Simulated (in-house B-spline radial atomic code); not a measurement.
Checks on a self-consistent run for Pb⁶⁺, [Kr] 4d10 4f14 5s2 (5p1/2)2 (5p3/2)3 5d9. Method: Dirac-Hartree-Fock, average of the jj configuration, Fermi nucleus of rms radius 5.5012 fm. Calculated with a radial B-spline atomic code at the basis-set limit.

```json
{"orbital": "1s1/2", "q": "2", "ε (Eh)": "-3258.99682", "<1/r>": "101.241", "<r²>": "0.000357423", "small-component weight": "0.097816"}
{"orbital": "2s1/2", "q": "2", "ε (Eh)": "-590.95861", "<1/r>": "25.0506", "<r²>": "0.00536127", "small-component weight": "0.022586"}
{"orbital": "2p1/2", "q": "2", "ε (Eh)": "-566.57133", "<1/r>": "24.9608", "<r²>": "0.00378465", "small-component weight": "0.022635"}
{"orbital": "2p3/2", "q": "4", "ε (Eh)": "-485.97415", "<1/r>": "19.9548", "<r²>": "0.00496274", "small-component weight": "0.019924"}
{"orbital": "3s1/2", "q": "2", "ε (Eh)": "-146.80331", "<1/r>": "9.19904", "<r²>": "0.0346616", "small-component weight": "0.0076172"}
{"orbital": "3p1/2", "q": "2", "ε (Eh)": "-135.85921", "<1/r>": "9.09682", "<r²>": "0.0315808", "small-component weight": "0.0075483"}
{"orbital": "3p3/2", "q": "4", "ε (Eh)": "-117.64141", "<1/r>": "7.79305", "<r²>": "0.0378698", "small-component weight": "0.006771"}
{"orbital": "3d3/2", "q": "4", "ε (Eh)": "-99.86785", "<1/r>": "7.67391", "<r²>": "0.0289764", "small-component weight": "0.0066279"}
{"orbital": "3d5/2", "q": "6", "ε (Eh)": "-96.02553", "<1/r>": "7.38319", "<r²>": "0.0306828", "small-component weight": "0.0064182"}
{"orbital": "4s1/2", "q": "2", "ε (Eh)": "-37.01290", "<1/r>": "3.88779", "<r²>": "0.16645", "small-component weight": "0.0025949"}
{"orbital": "4p1/2", "q": "2", "ε (Eh)": "-32.24877", "<1/r>": "3.77747", "<r²>": "0.169109", "small-component weight": "0.0025005"}
{"orbital": "4p3/2", "q": "4", "ε (Eh)": "-27.71912", "<1/r>": "3.34315", "<r²>": "0.199223", "small-component weight": "0.0022221"}
{"orbital": "4d3/2", "q": "4", "ε (Eh)": "-19.95424", "<1/r>": "3.14463", "<r²>": "0.207112", "small-component weight": "0.0020181"}
{"orbital": "4d5/2", "q": "6", "ε (Eh)": "-19.09660", "<1/r>": "3.04389", "<r²>": "0.217487", "small-component weight": "0.0019418"}
{"orbital": "4f5/2", "q": "6", "ε (Eh)": "-8.96443", "<1/r>": "2.70379", "<r²>": "0.238787", "small-component weight": "0.0015773"}
{"orbital": "4f7/2", "q": "8", "ε (Eh)": "-8.76973", "<1/r>": "2.66605", "<r²>": "0.244883", "small-component weight": "0.0015467"}
{"orbital": "5s1/2", "q": "2", "ε (Eh)": "-8.99732", "<1/r>": "1.60161", "<r²>": "0.81938", "small-component weight": "0.00067929"}
{"orbital": "5p1/2", "q": "2", "ε (Eh)": "-7.32922", "<1/r>": "1.49091", "<r²>": "0.926634", "small-component weight": "0.00060461"}
{"orbital": "5p3/2", "q": "3", "ε (Eh)": "-6.46549", "<1/r>": "1.34622", "<r²>": "1.08893", "small-component weight": "0.00052852"}
{"orbital": "5d3/2", "q": "3.6", "ε (Eh)": "-3.92748", "<1/r>": "1.11683", "<r²>": "1.54168", "small-component weight": "0.00037962"}
{"orbital": "5d5/2", "q": "5.4", "ε (Eh)": "-3.77724", "<1/r>": "1.07684", "<r²>": "1.63975", "small-component weight": "0.00035623"}
```

Electron-electron repulsion V_ee = 7459.4416 hartree.

Q: What total energy follows from the eigenvalues?

A: The eigenvalues count the repulsion twice, so E = Σqε - V_ee = -13442.792 - 7459.442 = -20902.233 hartree; the run printed -20902.233.

Q: Does the Dirac virial theorem hold?

A: For a point nucleus E = -2c²Σq·w, with w the small-component weight. Here Σq·w = 0.55629 and c = 137.0360, so the ratio E/(-2c²Σq·w) is 1.000447; the finite nucleus accounts for the departure from 1.

Q: What diamagnetic shielding (Lamb formula) and susceptibility (Langevin formula) do the radii give?

A: σ = (α²/3)Σq<1/r> = 642.239/(3·137.036²) = 11400 ppm, and χ = -0.79199×10⁻⁶·Σq<r²> = -22.79×10⁻⁶ cm³/mol with Σq<r²> = 28.78 bohr². Both are non-relativistic formulas without the paramagnetism of open shells; for so heavy an element the full relativistic shielding is larger by tens of per cent.
